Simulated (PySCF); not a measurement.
Cl$_{2}$Se, charge +1, doublet, at a GFN2-xTB geometry (a state made from the parent by changing its charge; the spin is typed, not shown lowest); DF-R2SCAN/cc-pVTZ run with PySCF.

The PySCF input:
```python
from pyscf import gto, scf, dft

mol = gto.M(
    atom='''
Se    0.001260    0.001146    0.645959
Cl    1.045662    1.264667   -0.650246
Cl   -1.048182   -1.266959   -0.641672
''',
    basis='cc-pvtz',
    charge=1,
    spin=1,
    verbose=4,
)

mf = dft.UKS(mol)
mf.xc = 'r2scan'
mf = mf.density_fit(auxbasis='def2-universal-jkfit')
mf.kernel()
```

The log (banner, timings and long lists left out):

```
PySCF version 2.14.0

[INPUT] verbose = 4
[INPUT] num. atoms = 3
[INPUT] num. electrons = 67
[INPUT] charge = 1
[INPUT] spin (= nelec alpha-beta = 2S) = 1
[INPUT] symmetry False subgroup None
[INPUT] Mole.unit = angstrom
[INPUT] Symbol           X                Y                Z      unit          X                Y                Z       unit  Magmom
[INPUT]  1 Se     0.001260000000   0.001146000000   0.645959000000 AA    0.002381054917   0.002165626139   1.220685597698 Bohr   0.0
[INPUT]  2 Cl     1.045662000000   1.264667000000  -0.650246000000 AA    1.976014798865   2.389874268775  -1.228786853594 Bohr   0.0
[INPUT]  3 Cl    -1.048182000000  -1.266959000000  -0.641672000000 AA   -1.980776908699  -2.394205521053  -1.212584341802 Bohr   0.0

nuclear repulsion = 339.266387522918
number of shells = 28
number of NR pGTOs = 229
number of NR cGTOs = 111
basis = cc-pvtz
ecp = {}

******** <class 'pyscf.df.df_jk.DFUKS'> ********
method = DFUKS
initial guess = minao
damping factor = 0
level_shift factor = 0
DIIS = <class 'pyscf.scf.diis.CDIIS'>
diis_start_cycle = 1
diis_space = 8
diis_damp = 0
SCF conv_tol = 1e-09
SCF conv_tol_grad = None
SCF max_cycles = 50
direct_scf = False
number electrons alpha = 34  beta = 33
XC library pyscf.dft.libxc version 7.1.2
    S. Lehtola, C. Steigemann, M. J. T. Oliveira, and M. A. L. Marques,  SoftwareX 7, 1–5 (2018)
XC functionals = r2scan
    J. W. Furness, A. D. Kaplan, J. Ning, J. P. Perdew, and J. Sun,  J. Phys. Chem. Lett. 11, 8208–8215 (2020)
    J. W. Furness, A. D. Kaplan, J. Ning, J. P. Perdew, and J. Sun,  J. Phys. Chem. Lett. 11, 9248–9248 (2020)
    J. W. Furness, A. D. Kaplan, J. Ning, J. P. Perdew, and J. Sun,  J. Phys. Chem. Lett. 11, 8208–8215 (2020)
    J. W. Furness, A. D. Kaplan, J. Ning, J. P. Perdew, and J. Sun,  J. Phys. Chem. Lett. 11, 9248–9248 (2020)
radial grids:
    Treutler-Ahlrichs [JCP 102, 346 (1995); DOI:10.1063/1.469408] (M4) radial grids

becke partition: Becke, JCP 88, 2547 (1988); DOI:10.1063/1.454033
pruning grids: <function nwchem_prune>
grids dens level: 3
symmetrized grids: False
atomic radii adjust function: <function treutler_atomic_radii_adjust>
small_rho_cutoff = 0
Set gradient conv threshold to 3.16228e-05
tot grids = 58184
init E= -3321.48097271561

cycle= 1 E= -3321.56305600138  delta_E= -0.0821  |g|= 0.402  |ddm|= 1.27
cycle= 2 E= -3321.24294498707  delta_E= 0.32  |g|= 0.869  |ddm|= 0.842
cycle= 3 E= -3321.6312894616  delta_E= -0.388  |g|= 0.122  |ddm|= 0.62
cycle= 4 E= -3321.63887652673  delta_E= -0.00759  |g|= 0.027  |ddm|= 0.109
cycle= 5 E= -3321.63932385886  delta_E= -0.000447  |g|= 0.00737  |ddm|= 0.0247
cycle= 6 E= -3321.63935220578  delta_E= -2.83e-05  |g|= 0.00215  |ddm|= 0.00559
cycle= 7 E= -3321.63935516691  delta_E= -2.96e-06  |g|= 0.000299  |ddm|= 0.00201
cycle= 8 E= -3321.63935524801  delta_E= -8.11e-08  |g|= 0.000121  |ddm|= 0.000484
cycle= 9 E= -3321.63935525771  delta_E= -9.7e-09  |g|= 3.84e-05  |ddm|= 0.000118
cycle= 10 E= -3321.63935525797  delta_E= -2.54e-10  |g|= 3.34e-05  |ddm|= 6e-05
cycle= 11 E= -3321.63935525872  delta_E= -7.51e-10  |g|= 8.39e-06  |ddm|= 3.67e-05
Extra cycle  E= -3321.63935525856  delta_E= 1.6e-10  |g|= 1.77e-05  |ddm|= 2.26e-05
converged SCF energy = -3321.63935525856  <S^2> = 0.7538011  2S+1 = 2.0037975
```
